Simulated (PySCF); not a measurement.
This PySCF input asks for the NMR shieldings of `BC(CC)(CC)B(Cl)Cl`, C5H12B2Cl2; the geometry comes from GFN2-xTB.

```python
import basis_set_exchange as bse
import numpy as np
from pyscf import gto, dft
from pyscf.prop import nmr

atoms = """
B     0.955464    1.284805   -1.461423
C     0.062179    0.581478   -0.352071
C     0.941998   -0.101810    0.724583
C     1.765352   -1.261653    0.175172
C    -0.948191   -0.408427   -0.988975
C    -1.900944   -1.050826    0.014965
B    -0.703430    1.853724    0.254825
Cl   -2.077688    2.530111   -0.532666
Cl   -0.154727    2.645123    1.679600
H     0.549848    1.400817   -2.549780
H     2.002118    1.717524   -1.178159
H     0.320722   -0.458601    1.547719
H     1.624438    0.642958    1.135016
H     2.446187   -1.626524    0.941226
H     1.132100   -2.090135   -0.129876
H     2.350191   -0.938729   -0.683603
H    -0.398493   -1.189937   -1.513986
H    -1.537067    0.129586   -1.732636
H    -2.434607   -0.289336    0.580300
H    -2.632409   -1.660958   -0.510645
H    -1.371962   -1.692247    0.714689
"""
names = dict.fromkeys(["B", "C", "Cl", "H"], "pcSseg-1")
basis = {el: gto.basis.parse(bse.get_basis(n, elements=[el], fmt="nwchem")) for el, n in names.items()}
mol = gto.M(atom=atoms, basis=basis, charge=0, verbose=0)
mf = dft.RKS(mol, xc="PBE0")
mf.grids.level = 2
mf.grids.alignment = dft.numint.BLKSIZE   # the property module wants whole blocks of grid points
mf.conv_tol = 1e-9
mf.kernel()

calc = nmr.RKS(mf)   # GIAO
C = mf.mo_coeff
Co = C[:, mf.mo_occ > 0]
resp = mf.gen_response(singlet=True, hermi=2)
def vind(x):   # induced exchange potential for any number of trial vectors
    d = np.einsum("pi,xij,qj->xpq", C, 2 * x.reshape(-1, C.shape[1], Co.shape[1]), Co, optimize=True)
    return np.einsum("xpq,pi,qj->xij", resp(d - d.transpose(0, 2, 1)), C, Co, optimize=True).ravel()
mo1, _ = nmr.rhf.solve_mo1(calc, with_cphf=vind)
sigma = calc.kernel(mo1)
for i, s in enumerate(sigma):   # ppm
    print("%2d %-2s %9.2f" % (i, mol.atom_pure_symbol(i), np.trace(s) / 3))
```

Question: What are the results?

Answer: 
```
 0 B       5.63
 1 C     109.17
 2 C     155.01
 3 C     169.55
 4 C     157.12
 5 C     172.08
 6 B      38.42
 7 Cl    636.72
 8 Cl    626.89
 9 H      23.93
10 H      23.72
11 H      29.78
12 H      28.73
13 H      30.42
14 H      30.50
15 H      31.47
16 H      29.65
17 H      28.66
18 H      31.13
19 H      30.60
20 H      30.62
```

These numbers come from an equivalent density-fitted implementation of the same equations, which agrees with the script to about 0.01 ppm for H and up to a few tenths of a ppm for heavy atoms, so last digits may differ.

Size and cost of the density-fitted run: 227 basis functions, 91 s wall time on 1 thread of an Arm Neoverse N1, shared host; peak memory 1.1 GiB.
